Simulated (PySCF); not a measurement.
Molfile (atoms numbered from 1):
```
C6H13BNP
     RDKit          3D

 22 22  0  0  0  0  0  0  0  0999 V2000
    2.4162   -1.1013   -0.1249 C   0  0  0  0  0  0  0  0  0  0  0  0
    1.0054   -1.6621   -0.0500 C   0  0  0  0  0  0  0  0  0  0  0  0
   -0.2869   -0.4829    0.4671 P   0  0  2  0  0  0  0  0  0  0  0  0
   -2.0309   -1.2960    0.5738 B   0  0  0  0  0  0  0  0  0  0  0  0
   -2.9854   -0.1706    1.1037 C   0  0  0  0  0  0  0  0  0  0  0  0
   -3.6275    0.7137    1.4977 N   0  0  0  0  0  0  0  0  0  0  0  0
   -0.1789    0.9594   -0.6073 C   0  0  0  0  0  0  0  0  0  0  0  0
    0.7216    2.1281   -0.2995 C   0  0  0  0  0  0  0  0  0  0  0  0
   -0.7551    2.2683   -0.1371 C   0  0  0  0  0  0  0  0  0  0  0  0
    2.4880   -0.2810   -0.8539 H   0  0  0  0  0  0  0  0  0  0  0  0
    2.7499   -0.7132    0.8497 H   0  0  0  0  0  0  0  0  0  0  0  0
    3.1263   -1.8846   -0.4309 H   0  0  0  0  0  0  0  0  0  0  0  0
    0.9339   -2.5091    0.6521 H   0  0  0  0  0  0  0  0  0  0  0  0
    0.6689   -2.0519   -1.0258 H   0  0  0  0  0  0  0  0  0  0  0  0
    0.1794    0.0282    1.7061 H   0  0  0  0  0  0  0  0  0  0  0  0
   -1.9026   -2.2385    1.3383 H   0  0  0  0  0  0  0  0  0  0  0  0
   -2.2739   -1.6440   -0.5719 H   0  0  0  0  0  0  0  0  0  0  0  0
   -0.3359    0.7001   -1.6605 H   0  0  0  0  0  0  0  0  0  0  0  0
    1.3386    2.0796    0.6027 H   0  0  0  0  0  0  0  0  0  0  0  0
    1.2083    2.6188   -1.1470 H   0  0  0  0  0  0  0  0  0  0  0  0
   -1.1801    2.3083    0.8701 H   0  0  0  0  0  0  0  0  0  0  0  0
   -1.3141    2.8510   -0.8725 H   0  0  0  0  0  0  0  0  0  0  0  0
  1  2  1  0
  2  3  1  0
  3  4  1  0
  4  5  1  0
  5  6  3  0
  3  7  1  0
  7  8  1  0
  8  9  1  0
  9  7  1  0
  1 10  1  0
  1 11  1  0
  1 12  1  0
  2 13  1  0
  2 14  1  0
  3 15  1  1
  4 16  1  0
  4 17  1  0
  7 18  1  0
  8 19  1  0
  8 20  1  0
  9 21  1  0
  9 22  1  0
M  CHG  2   3   1   4  -1
M  END
```

Geometry: PBE0-D3(BJ)/def2-SVP; GIAO shifts from PySCF, gas phase, non-relativistic, averaged over equivalent atoms.

At PBE0/pcSseg-1 (225 basis functions, 62 s wall time on 1 thread of an Arm Neoverse V1, shared host):
| atoms | δ (ppm) |
| --- | --- |
| C5 | 133.9 |
| C2 | 18.7 |
| C1 | 11.9 |
| C8 | 8.3 |
| C9 | 4.6 |
| C7 | 1.4 |
| P3 | -0.4 |
| B4 | -45.8 |
| N6 | 338.5 |
| H15 | 3.76 |
| H17 | 1.65 |
| H13 | 1.62 |
| H14 | 1.53 |
| H16 | 1.53 |
| H21 | 1.46 |
| H10/H11/H12 | 1.32 |
| H22 | 1.21 |
| H20 | 0.99 |
| H19 | 0.41 |
| H18 | 0.29 |

Scale: 13C (σ = 184.41 ppm) and 1H (σ = 31.27 ppm) vs TMS; 31P (σ = 310.13 ppm) vs H3PO4; 11B (σ = 100.73 ppm) vs BF3·OEt2; NH3 for 15N (σ = 265.67 ppm) (reference shieldings calculated alike).

Problem. What do these become at PBE/pcSseg-1?

Solution. 
| atoms | δ at PBE/pcSseg-1 | change |
| --- | --- | --- |
| C5 | 128.4 | -5.5 |
| C2 | 21.3 | +2.6 |
| C1 | 12.5 | +0.6 |
| C8 | 9.3 | +1.0 |
| C9 | 5.4 | +0.8 |
| C7 | 4.1 | +2.7 |
| P3 | 7.9 | +8.3 |
| B4 | -48.1 | -2.3 |
| N6 | 335.5 | -3.0 |
| H15 | 3.86 | +0.10 |
| H17 | 1.75 | +0.10 |
| H13 | 1.74 | +0.12 |
| H14 | 1.61 | +0.08 |
| H16 | 1.63 | +0.10 |
| H21 | 1.51 | +0.05 |
| H10/H11/H12 | 1.32 | +0.00 |
| H22 | 1.20 | -0.01 |
| H20 | 0.99 | +0.00 |
| H19 | 0.42 | +0.01 |
| H18 | 0.38 | +0.09 |

Shifts are taken against calculated references (same method and geometry level): 13C (σ = 180.03 ppm) and 1H (σ = 31.20 ppm) against TMS; 31P (σ = 295.64 ppm) vs H3PO4; 11B (σ = 94.77 ppm) vs BF3·OEt2; 15N (σ = 265.06 ppm) against NH3.

The largest change is at P3 (phosphorus bonded to 2 C, B, H). Cost: 225 basis functions, 61 s wall time on 1 thread of an Arm Neoverse V1, shared host. The order of the carbon signals is the same at both levels.

A carbon bonded to boron is broadened by the quadrupolar boron nucleus and is often missing from a measured spectrum. Experimental scales use liquid or dissolved standards, which lie at an offset from isolated NH3 (liquid NH3: subtract about 20 ppm) and H3PO4. Unscaled 15N shifts of sp2 nitrogen come out 20 to 40 ppm too high even then.
